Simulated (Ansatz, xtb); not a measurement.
# ClF2H4OSi2+: where a starting geometry ends

The starting geometry of this gas-phase singlet has its atoms placed at random.

```yaml
atoms:
  - { symbol: Cl, position_ang: [-0.9170, -2.3478, 0.1385] }
  - { symbol: F, position_ang: [-0.0206, 1.1151, 1.1553] }
  - { symbol: F, position_ang: [1.5272, 0.8909, 1.8855] }
  - { symbol: O, position_ang: [-1.0992, 1.3834, -0.9586] }
  - { symbol: Si, position_ang: [0.2099, -1.4293, -1.2753] }
  - { symbol: Si, position_ang: [0.8713, 1.3422, -0.9799] }
  - { symbol: H, position_ang: [-0.0111, 0.0922, -2.0069] }
  - { symbol: H, position_ang: [1.8881, 1.4060, 0.7164] }
  - { symbol: H, position_ang: [1.1215, -0.0848, -1.4031] }
  - { symbol: H, position_ang: [0.7633, 0.7853, 1.4783] }
```

Problem. One run relaxed it with r2SCAN-D4/def2-SVP. What is a likely outcome?

Solution. It loosens into ClFH3OSi2 + FH, which stay close as a complex (formulas without charges). Distances that change by over a tenth: F2–Si6 (2.33 → 1.97 Å), O4–Si6 (1.97 → 1.77 Å), Si5–H9 (1.63 → 1.82 Å), Si6–H7 (1.84 → 2.50 Å). Contacts that open: F3–H10 (0.87 → 1.40 Å), Si5–H7 (1.70 → 2.70 Å). Contacts that close: F3–H8 (1.33 → 0.94 Å), O4–Si5 (3.12 → 1.96 Å), O4–H7 (1.99 → 0.97 Å).

The energy falls by 14.64 eV over 38 steps:

```json
{"step": "1", "E − E(last) (eV)": "14.638"}
{"step": "5", "E − E(last) (eV)": "3.396"}
{"step": "9", "E − E(last) (eV)": "1.114"}
{"step": "13", "E − E(last) (eV)": "0.262"}
{"step": "17", "E − E(last) (eV)": "0.039"}
{"step": "22", "E − E(last) (eV)": "0.008"}
{"step": "26", "E − E(last) (eV)": "0.004"}
{"step": "30", "E − E(last) (eV)": "0.002"}
{"step": "34", "E − E(last) (eV)": "0.000"}
{"step": "38", "E − E(last) (eV)": "0.000"}
```

Final geometry (Å):

```yaml
atoms:
  - { symbol: Cl, position_ang: [-0.9242, -2.0277, 0.1620] }
  - { symbol: F, position_ang: [0.6236, 0.6168, 0.5901] }
  - { symbol: F, position_ang: [2.0321, 1.8827, 2.0529] }
  - { symbol: O, position_ang: [-0.7394, 0.3547, -1.7024] }
  - { symbol: Si, position_ang: [-0.4566, -1.5841, -1.8117] }
  - { symbol: Si, position_ang: [0.9141, 0.8785, -1.3436] }
  - { symbol: H, position_ang: [-1.5189, 0.8950, -1.9198] }
  - { symbol: H, position_ang: [2.0812, 1.7582, 2.9811] }
  - { symbol: H, position_ang: [1.1334, -0.7460, -1.4986] }
  - { symbol: H, position_ang: [1.1881, 1.1250, 1.2400] }
```

From the same start GFN2-xTB ends elsewhere, in pieces: ClFH3OSi2 + FH.

From so rough a start the end depends on the optimiser's path, so another program may land elsewhere. No frequencies were run, so the end isn't proven a minimum. Run with Ansatz 0.2.0, 2.7 min on 2 threads of Arm Neoverse V1, on a shared host.
